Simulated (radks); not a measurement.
Valence configurations of the zinc ion Zn3+ (all share [Ar]). All-electron calculation, scalar-relativistic Kohn-Sham, r2SCAN, spin-polarised, spherical densities, finite nucleus; open shells are filled with parallel spins first; meta-GGA in the generalised Kohn-Sham scheme; Fermi nuclear charge, rms radius 3.9283 fm. Program: a radial shooting solver on a logarithmic mesh with Libxc functionals. Energies are relative to 3d9; eigenvalues in eV for spin up.

| valence | E (eV) | moment (Bohr magnetons) | e(3d) | e(4p) | e(4s) |
|---|---|---|---|---|---|
| 3d9 | 0.000 | 1 | -51.752 | - | - |
| 3d7 4p2 | 57.856 | 5 | -73.797 | -33.871 | - |
| 3d7 4s1 4p1 | 47.229 | 5 | -72.497 | -33.274 | -43.979 |
| 3d7 4s2 | 39.813 | 3 | -71.254 | - | -41.797 |
| 3d8 4p1 | 26.516 | 3 | -62.568 | -30.213 | - |
| 3d8 4s0.5 4p0.5 | 21.636 | 3 | -61.891 | -29.917 | -39.757 |
| 3d6.5 4s1 4p1.5 | 64.574 | 6 | -78.318 | -34.935 | -45.987 |
| 3d8.5 4p0.5 | 12.720 | 2 | -57.118 | -28.142 | - |
| 3d7.5 4s1 4p0.5 | 31.287 | 4 | -66.792 | -31.496 | -41.867 |
| 3d8 4s1 | 16.649 | 3 | -61.205 | - | -39.594 |

NIST lists [Ar] 3d9 as the ground configuration; this level of theory agrees among the configurations tried. The energies are those of spherical high-spin densities, not of single terms.
